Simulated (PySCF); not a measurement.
The numbers below are computed, except where a source is named.
**AlBCl3O2(-)**

AlBCl3O2(-) is a molecule drawn as a unit of a network glass or zeolite (built as: B3 Al, Cl ends, O bridges), charge -1, singlet. The structure was relaxed in the gas phase by PBE0-D3(BJ)/def2-SVP. No frequency run checks that it is a minimum.

SMILES: ClB1[O][Al-]([Cl])([Cl])[O]1

```tsv
atom	x (Å)	y (Å)	z (Å)
Cl1	1.434	1.067	-2.101
Al2	0.770	0.343	-0.192
Cl3	2.147	0.971	1.332
O4	-0.995	0.538	0.183
B5	-0.987	-0.819	0.143
Cl6	-2.477	-1.806	0.433
O7	0.219	-1.384	-0.127
```

Shieldings: GIAO PBE0/aug-pcSseg-2.  Core levels by delta-SCF with SCAN, aug-pcX-2 on the ionised atom and aug-pcseg-1 elsewhere, spin-free X2C (2p3/2 is the spin-free 2p value less a third of a first-order spin-orbit splitting); from the vacuum level, for chosen atoms.

Q: Give the shieldings and core levels atom by atom.

A: 
```json
{"atoms": "Cl1 Cl3", "bonded to": "1 Al", "σ (ppm)": "986.7", "δ (ppm)": "-", "core level (eV)": "2p3/2 201.63"}
{"atoms": "Al2", "bonded to": "2 Cl + 2 O", "σ (ppm)": "466.2", "δ (ppm)": "-", "core level (eV)": "2p3/2 77.17"}
{"atoms": "O4 O7", "bonded to": "1 Al + 1 B", "σ (ppm)": "136.0", "δ (ppm)": "-", "core level (eV)": "1s 533.12"}
{"atoms": "B5", "bonded to": "1 Cl + 2 O", "σ (ppm)": "71.6", "δ (ppm)": "-", "core level (eV)": "1s 193.82"}
{"atoms": "Cl6", "bonded to": "1 B", "σ (ppm)": "911.1", "δ (ppm)": "-", "core level (eV)": "2p3/2 202.01"}
```

Values are those of this one static structure; atoms that internal rotation interchanges would show their mean in an NMR spectrum.

Q: By CAM-B3LYP/def2-SVPD (TDDFT singlets, Tamm-Dancoff triplets, ionisation by delta-SCF), where does absorption start, and what does vertical ionisation take?

A: The first singlet with intensity lies at 7.13 eV (f 0.006); what lies below it is dark. The lowest singlet lies at 6.99 eV (f 0.000), the strongest of the first 6 at 7.60 eV (f 0.115), the lowest triplet at 6.86 eV; vertical ionisation takes 6.75 eV.

Excited states of gas-phase anions may lie above the detachment limit and hang on the basis.
